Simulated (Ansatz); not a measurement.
C2H7FSn (`FC[CH2][SnH3]`) at its PBE0-D4/def2-TZVP geometry, where that method's forces vanish. Charge 0, multiplicity 1. Sn takes the def2 core potential.

```xyz
11

F    -1.2544   -2.0434   -1.2284
C    -1.0568   -0.8113   -0.6143
C     0.3798   -0.6486   -0.2134
Sn    0.7560    1.2434    0.7457
H    -1.3686   -0.0448   -1.3311
H    -1.7272   -0.7756    0.2506
H     1.0300   -0.7109   -1.0889
H     0.6737   -1.4371    0.4831
H     0.3580    2.5182   -0.3195
H    -0.1982    1.3738    2.1565
H     2.4075    1.3364    1.1597
```

(1) What forces (eV/Å) does PBE-D4/def2-TZVPP give on these atoms in Ansatz? (Best estimate.)

## Answers

(1) The calculation gave: 
```
F1  -0.107 -0.627 -0.314
C2   0.070  0.348  0.177
C3   0.011 -0.044 -0.018
Sn4  0.018  0.080  0.041
H5  -0.076  0.199 -0.148
H6  -0.156  0.036  0.204
H7   0.138  0.001 -0.163
H8   0.068 -0.141  0.145
H9  -0.038  0.125 -0.104
H10 -0.092  0.013  0.138
H11  0.164  0.011  0.042
```
